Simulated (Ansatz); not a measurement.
C$_{3}$H$_{9}$BrO$_{2}$Si, singlet, geometry from GFN2-xTB, with bond 14-7 at 2.4 times its length; Ansatz (an electronic-structure program) with SC-NEVPT2/STO-3G, CASSCF(4,3).

Input for Ansatz:
Ansatz 0.2 input:
```yaml
crystal:
  periodic: [false, false, false]
  atoms:
    - {symbol: Si, position_ang: [0.32124649, -0.76500263, -0.16610761]}
    - {symbol: Br, position_ang: [0.57902735, 0.72631846, 1.44542991]}
    - {symbol: O, position_ang: [1.20825229, -0.25937290, -1.41178336]}
    - {symbol: C, position_ang: [2.56144661, 0.08824493, -1.46181585]}
    - {symbol: O, position_ang: [-1.21228430, -0.89188334, -0.58619084]}
    - {symbol: C, position_ang: [-2.14746305, 0.04359582, -1.06403183]}
    - {symbol: C, position_ang: [-3.50946376, -0.61975064, -1.17130093]}
    - {symbol: H, position_ang: [0.62750560, -2.07250242, 0.35960942]}
    - {symbol: H, position_ang: [2.75179453, 0.54534445, -2.43254683]}
    - {symbol: H, position_ang: [2.81153554, 0.79905602, -0.66960177]}
    - {symbol: H, position_ang: [3.18547354, -0.80103700, -1.34957316]}
    - {symbol: H, position_ang: [-1.81906111, 0.40921351, -2.04305972]}
    - {symbol: H, position_ang: [-2.19176092, 0.89430353, -0.37291712]}
    - {symbol: H, position_ang: [-4.27020119, -1.48021232, 1.17123196]}
    - {symbol: H, position_ang: [-4.23780140, 0.09580246, -1.54220408]}
    - {symbol: H, position_ang: [-3.45951871, -1.46550457, -1.85231665]}
basis:
  gaussian:
    orbitals: STO-3G
magnetization: {spin_polarized: false}
correlation: {method: sc_nevpt2, electrons: all, active_space: {window: {electrons: 4, orbitals: 3}}}
```

### Question
Predict the main parts of the log of this Ansatz run.

### Answer

```
Functional definition: HF
763 factors; integrals over basis functions are off by at most 3.4e-5 eV
mean field evaluation 1: about -84216.1850 eV, gradient 3.6e1 eV
mean field evaluation 2: about -84216.4636 eV, gradient 3.6e1 eV
mean field evaluation 4: about -84223.0107 eV, gradient 8.2e0 eV
mean field evaluation 8: about -84223.3134 eV, gradient 5.9e-2 eV
mean field -84223.31340210 eV, -3095.1496789148 hartree, gradient 8.8e-7 eV, S^2 0.000000; 0 other end points of the search recorded, 0 dependent functions left out; unrestricted orbitals would lower it
reference -84223.31340210 eV, -3095.1496789148 hartree; 46, 46 occupied and 15, 15 virtual orbitals, 763 factors
state -84228.28087126 eV, -3095.3322300395 hartree
state -84228.28087126 eV, -3095.3322300395 hartree; corrected -84235.03575079 eV, -3095.5804672835 hartree
WARN: 1 active orbitals are nearly empty or full. The corrections depend on them more than the energy does, and are more stable in an active space without them
Total energy: -84235.03575079 eV, -3095.5804672835 hartree
```
